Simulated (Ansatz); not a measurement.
Ansatz results at the PBE0-D4/def2-TZVP geometry: HOMO–LUMO gap (ωB97M-V/def2-TZVPP) 10.69 eV; LUMO energy (PBE0/def2-TZVPP) -0.34 eV; HOMO–LUMO gap (PBE0/def2-TZVPP) 6.93 eV.

Each molecule was computed in one conformer, which needn't be the lowest.

Question: Which molecule gave them?
A. `OC[CH2][GaH2]`
B. `O/C=C\Cl`
C. `[CH3][GaH][CH2]O`
D. `S[Si]1(S)[O][AlH]1`

Answer: A. The others give `O/C=C\Cl`: 11.60, 0.43, 7.24; `S[Si]1(S)[O][AlH]1`: 8.14, -1.80, 4.55; `[CH3][GaH][CH2]O`: 9.59, -1.16, 5.68.
